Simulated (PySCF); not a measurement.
Species: C4H7N3OS.
Atom-mapped SMILES: `[CH3:1][CH2:2][S@@:3](=[O:4])[c:5]1[n:6][cH:7][n:8][nH:9]1` (hydrogens: H10, H11, H12 on C1; H13, H14 on C2; H15 on C7; H16 on N9)

Structure optimised with GFN2-xTB, isolated species.

(1) What internal coordinates does the optimisation give?

Results:

(1) 
```tsv
bond	length (Å)
C1–C2	1.515
C2–S3	1.858
S3=O4	1.466
S3–C5	1.799
C5–N6	1.315
N6–C7	1.349
C7–N8	1.313
N8–N9	1.333
C5–N9	1.346
C1–H10, C1–H11, C1–H12	1.088
C2–H13	1.087
C2–H14	1.089
C7–H15	1.070
N9–H16	1.010
```

Bonds in one row agree within 0.01 Å and their mean is given. A selection of angles:
```tsv
angle	degrees
C1–C2–S3	108.7
C2–S3–O4	106.8
C2–S3–C5	93.1
O4–S3–C5	102.6
S3–C5–N6	129.5
S3–C5–N9	120.7
N6–C5–N9	109.8
C5–N6–C7	103.2
N6–C7–N8	114.0
C7–N8–N9	103.6
C5–N9–N8	109.3
H16–N9–N8	123.1
H16–N9–C5	127.5
```

Torsions: C1–C2–S3–O4 73° (synclinal); C2–S3–C5–N6 64° (synclinal).

N9 (pyrrole-type nitrogen) is planar (angles 127.5°, 123.1° and 109.3°, sum 360.0°, 0.00 Å off the plane of its three neighbours). Of the pairs four or more bonds apart, O4···H16 is among the closest relative to their van der Waals radii: 2.53 Å, 93 % of the sum of Bondi's values. The C–N distances run from 1.313 Å (C7–N8, aromatic) to 1.349 Å (N6–C7, aromatic), a spread of 0.036 Å. The 5-membered ring C5–N6–C7–N8–N9 has internal angles of 103.2° to 114.0° (sum 540°, against 540° for a flat polygon); it is planar, 0.00 Å rms from its mean plane, widest ring torsion 0°. S3 (sulfinyl sulfur) is pyramidal (angles 106.8°, 102.6° and 93.1°, sum 302.4°, 0.76 Å off the plane of its three neighbours). The 2 C–S bonds span 1.799 Å (S3–C5, drawn single) to 1.858 Å (C2–S3, drawn single), a spread of 0.059 Å.

Point group: C1 (no symmetry element, even within 0.4 Å). No frequency check. The numbers are those of one conformer.

These are computed values.
